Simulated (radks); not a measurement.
The tin anion Sn- inside a hard spherical wall (all orbitals vanish at R), configuration held at [Kr] 4d10 5s2 5p3 and not refilled when levels cross. Method: scalar-relativistic Kohn-Sham, LDA (Slater exchange, Perdew-Wang correlation), spin-polarised, spherical densities, point nucleus; open shells are filled with parallel spins first (spin-orbit coupling, left out, can overturn this in heavy ions); computed with a radial shooting solver on a logarithmic mesh with Libxc functionals. Eigenvalues in eV for spin up, with the zero of energy where the potential of the charges vanishes at infinity; a dash marks a level that is unbound or too diffuse for the functional's potential to be trusted. A positive occupied level is held by the wall or, in an anion where self-interaction has pushed it up, behind a barrier. The pressure on the wall is -dE/dV.

\begin{tabular}{lrrrrrrrrr}
R (bohr) & E (hartree) & kinetic (hartree) & e(4p) & e(4d) & e(5s) & e(5p) & e(6s, empty) & e(5d, empty) & pressure (GPa) \\ \hline
20 & -6171.94104 & 6442.367 & -83.458 & -19.862 & -5.494 & 0.874 & 1.970 & 2.620 & 0.000145 \\
15 & -6171.94059 & 6442.369 & -83.376 & -19.780 & -5.420 & 0.939 & 2.470 & 3.556 & 0.00243 \\
10 & -6171.93399 & 6442.401 & -82.838 & -19.246 & -4.967 & 1.354 & 4.135 & 5.601 & 0.101 \\
6 & -6171.81641 & 6442.882 & -79.590 & -16.059 & -2.494 & 4.176 & 13.441 & 12.105 & 7.03 \\
3.5 & -6170.24885 & 6448.393 & -66.681 & -3.763 & 10.419 & 20.859 & 64.372 & 39.613 & 419 \\
1.5 & -6105.16201 & 6648.523 & 56.040 & 129.01 & 297.15 & 336.86 & 750.46 & 394.20 & 188000 \\
\end{tabular}
